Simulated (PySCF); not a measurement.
A structure optimised at B3LYP-D3(BJ)/def2-SVP, used in a PySCF frequency run:

```xyz
4

Al     0.0000     0.0000    -0.9493
F      0.0000    -1.4181    -1.7932
F      0.0000     1.4181    -1.7932
Br     0.0000     0.0000     1.2748
```
Charge 0, spin multiplicity 1.

Question: Write its SMILES, formula and point group.

Answer: [F][Al]([F])[Br], AlBrF₂, C2v

Question: What are its rotational constants (standard atomic weights)?

Answer: 6.6135, 1.8317, 1.4344 GHz
